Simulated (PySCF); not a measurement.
PySCF 2.14 output of an unrestricted wB97M-V calculation on a single atom or ion in x2c-QZVPPall, with the spin-free X2C one-electron Hamiltonian (Gaussian nucleus):

```
SCF conv_tol = 1e-09
number electrons alpha = 24  beta = 19
    N. Mardirossian and M. Head-Gordon.,  J. Chem. Phys. 144, 214110 (2016)
cycle= 1 E= -4781.95196639607  delta_E= -0.0104  |g|= 0.0271  |ddm|= 0.15
cycle= 2 E= -4781.95227148217  delta_E= -0.000305  |g|= 0.00674  |ddm|= 0.0374
cycle= 3 E= -4781.95230884493  delta_E= -3.74e-05  |g|= 0.00234  |ddm|= 0.0137
cycle= 4 E= -4781.95231720362  delta_E= -8.36e-06  |g|= 0.000665  |ddm|= 0.00755
cycle= 5 E= -4781.9523179273  delta_E= -7.24e-07  |g|= 0.000257  |ddm|= 0.00199
cycle= 6 E= -4781.95231798319  delta_E= -5.59e-08  |g|= 5.93e-05  |ddm|= 0.000502
cycle= 7 E= -4781.95231798691  delta_E= -3.72e-09  |g|= 7.91e-06  |ddm|= 0.000162
cycle= 8 E= -4781.95231798699  delta_E= -7.55e-11  |g|= 7.54e-07  |ddm|= 2.66e-05
converged SCF energy = -4781.95231798699  <S^2> = 8.7508954  2S+1 = 6.0002984
```

The run itself started from symmetry-adapted Hartree-Fock orbitals and held the occupation by maximum overlap, on a logarithmic radial grid, so the iterations belong to that start.

Problem. Which element, charge and spin multiplicity is this?

Solution. Rh(2+) (rhodium, charge +2), multiplicity 6; the state was [Kr] 4d6 5p1, one real determinant (an excited configuration).

⟨L²⟩ = 8.02 against 12 for a pure F term, so this real determinant mixes terms.
